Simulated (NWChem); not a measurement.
**arsine (H3As)**

SMILES: [AsH3]
```xyz
4

As     0.0010     0.0726     0.0000
H     -0.6465    -0.7900     1.1000
H     -0.6465    -0.7900    -1.1000
H      1.2585    -0.8174     0.0000
```
Charge 0, spin multiplicity 1.

The numbers come from NWChem runs, not from measurements. All single points use one geometry, from PBE/def2-SVP, a minimum by its harmonic frequencies.

Symmetry labels belong to the abelian group Cs used in the runs, with the axes of the coordinates shown; states degenerate in a higher group split over its labels.

The Hamiltonian is non-relativistic.

List the lowest 6 singlet excitations that TD-BHandHLYP/def2-SVPD gives, with oscillator strengths.


| state | symmetry | energy (eV) | wavelength (nm) | f |
|---|---|---|---|---|
| 1 | a' | 7.10 | 175 | 0.160 |
| 2 | a" | 7.27 | 170 | 0.081 |
| 3 | a' | 7.27 | 170 | 0.081 |
| 4 | a" | 9.19 | 135 | 0.000 |
| 5 | a" | 9.53 | 130 | 0.102 |
| 6 | a' | 9.53 | 130 | 0.102 |
